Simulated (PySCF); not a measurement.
Basis and Hamiltonian dependence of the excitation energy of Ag⁺

Ag⁺ [Kr] 4d10 (1S) → Ag⁺ [Kr] 4d9 5s1, s spin flipped. All values are computed (PySCF 2.14, energy differences of UHF-based or UKS calculations, no spin-orbit coupling). Values in eV.

```tsv
basis	Hamiltonian	functions	UHF	LDA	PBE0	MP2 (valence)
aug-cc-pVTZ-PP with ECP28MDF	ECP	88	4.598	4.887	4.951	5.540
x2c-TZVPPall with one added diffuse shell each of s, p, d, f type	spin-free X2C	95	4.641	5.174	5.167	5.601
x2c-QZVPPall	spin-free X2C	118	4.625	5.151	5.142	5.588
x2c-QZVPPall with one added diffuse shell each of s, p, d, f, g type	spin-free X2C	143	4.624	5.151	5.141	5.587
```

Frozen in the all-electron rows: valence: [Kr]; with a core potential, the same shells as far as they lie outside it.

In the upper determinant the s electron has its spin opposite to the other open shell, which mixes two multiplicities.
